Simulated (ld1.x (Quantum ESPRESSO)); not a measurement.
An all-electron radial function and its pseudo partner (O (Z = 8))

Columns: radius, all-electron u(r) and pseudo u(r) of the 2p shell (level -24.56 eV) of oxygen in the configuration [He] 2s2 2p3; PW91, non-relativistic, RRKJ scheme, ld1.x (Quantum ESPRESSO) 7.5.

| r (bohr) | all-electron | pseudo |
| --- | --- | --- |
| 0.105 | 0.1234 | 0.0309 |
| 0.210 | 0.3416 | 0.1194 |
| 0.315 | 0.5461 | 0.2535 |
| 0.420 | 0.7045 | 0.4153 |
| 0.525 | 0.8133 | 0.5842 |
| 0.630 | 0.8776 | 0.7400 |
| 0.735 | 0.9047 | 0.8656 |
| 0.840 | 0.9034 | 0.9498 |
| 0.945 | 0.8816 | 0.9882 |
| 1.050 | 0.8456 | 0.9828 |
| 1.155 | 0.8006 | 0.9411 |
| 1.260 | 0.7504 | 0.8738 |
| 1.365 | 0.6975 | 0.7929 |
| 1.470 | 0.6441 | 0.7088 |
| 1.575 | 0.5915 | 0.6295 |
| 1.680 | 0.5408 | 0.5593 |
| 1.785 | 0.4924 | 0.4994 |
| 1.890 | 0.4469 | 0.4487 |
| 1.995 | 0.4045 | 0.4047 |
| 2.100 | 0.3653 | 0.3653 |
| 2.205 | 0.3293 | 0.3293 |
| 2.310 | 0.2963 | 0.2963 |
| 2.415 | 0.2663 | 0.2663 |
| 2.520 | 0.2391 | 0.2391 |
| 2.625 | 0.2146 | 0.2146 |
| 2.730 | 0.1923 | 0.1923 |

(1) How many radial nodes do the two functions have?

(2) At about which radius was the pseudo-wave matched?

(3) Where does each function peak?

(4) Is the pseudo-wave norm-conserving?

Answers

(1) The all-electron 2p function has n − l − 1 = 0; the pseudo-wave has 0.

(2) 2.10 bohr, where the columns begin to agree (steps of 0.10 bohr).

(3) Outermost all-electron maximum near 0.73 bohr, pseudo maximum near 0.94 bohr (to the table’s step).

(4) Yes: the RRKJ scheme keeps the norm inside the radius equal to the all-electron one, which fixes the energy derivative of the logarithmic derivative at the level.
